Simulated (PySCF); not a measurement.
The PySCF input:
```python
from pyscf import gto, scf, dft

mol = gto.Mole()
mol.atom = '''
    F    -0.619701    1.103304   -0.056819
    C    -0.009064   -0.008432    0.308886
    F    -0.640509   -1.086531   -0.117207
    F     1.266253   -0.011152   -0.031899
'''
mol.basis = '3-21g'
mol.charge = 0
mol.spin = 1
mol.verbose = 4
mol.build()

mf = dft.UKS(mol)
mf.xc = 'camb3lyp'
mf.kernel()
mf.analyze()
```

Task: What does this run give for the nuclear repulsion energy, total energy, dipole moment, HOMO energy, <S^2>, number of basis functions?

Result: 
```json
{
 "nuclear_repulsion_energy": "123.6376 Eh",
 "total_energy": "-335.6246 Eh",
 "dipole_moment": "0.13 D",
 "HOMO energy": "-8.50 eV",
 "<S^2>": "0.751",
 "number_of_basis_functions": "36"
}
```

These values belong to the state on which the SCF converged, which isn't shown to be the lowest.
